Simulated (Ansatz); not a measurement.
Geometry optimisation, RKS B3LYP/def2-SVP in Ansatz.

input.yaml

```yaml
crystal:
  periodic: [false, false, false]
  atoms:
    - { symbol: C, position_ang: [-1.3902, -0.1362, -0.6101] }
    - { symbol: C, position_ang: [-0.0517, 0.3158, -0.1517] }
    - { symbol: Si, position_ang: [0.7843, -0.6768, 1.1595] }
    - { symbol: B, position_ang: [0.9271, 1.1478, -1.1462] }
    - { symbol: O, position_ang: [0.0789, 1.6601, 0.0147] }
    - { symbol: H, position_ang: [-2.1211, -0.1444, 0.2499] }
    - { symbol: H, position_ang: [-1.3569, -1.0828, -1.1097] }
    - { symbol: H, position_ang: [-1.8232, 0.659, -1.3497] }
    - { symbol: H, position_ang: [1.0642, -2.0226, 0.7163] }
    - { symbol: H, position_ang: [-0.0338, -0.7392, 2.3927] }
    - { symbol: H, position_ang: [2.0891, -0.0458, 1.5405] }
    - { symbol: H, position_ang: [1.9103, 1.01, -1.6723] }
basis:
  gaussian: { orbitals: def2-SVP }
hamiltonian:
  xc: b3lyp
relax:
  f_tol: 0.015
  max_steps: 40
output:
  orbitals: {}
```

Launched with:

```bash
$ ansatz run input.yaml --threads 2 --pin off --max-ram 3072MiB --backend cpu --events-out ev --progress --plain --runs-dir out
```

Where does it end, and by what steps?

It converged. After 9 steps the energy has fallen by 1.725 eV; H12 moved furthest, 0.62 Å.

```tsv
step	energy less start (eV)	largest force component (eV/Å)	accepted
0	0.0000	6.405	yes
1	-1.2160	3.009	yes
2	-1.5756	2.792	yes
3	-1.6909	0.723	yes
4	-1.6279	0.769	no
5	-1.7216	0.160	yes
6	-1.7240	0.079	yes
7	-1.7247	0.042	yes
8	-1.7251	0.017	yes
9	-1.7251	0.009	yes
```

```xyz
12
Properties=species:S:1:pos:R:3
C -1.356 -0.143 -0.653
C 0.045 0.213 -0.200
Si 0.789 -0.757 1.245
B 0.907 1.185 -1.011
O 0.248 1.747 -0.010
H -2.091 -0.055 0.166
H -1.374 -1.189 -1.006
H -1.699 0.493 -1.485
H 0.837 -2.205 0.883
H -0.042 -0.603 2.477
H 2.170 -0.268 1.517
H 1.643 1.525 -1.889
```

Time of the run: 33 s on 2 threads of Arm Neoverse V1, with other jobs on the host, peak memory 0.24 GiB.
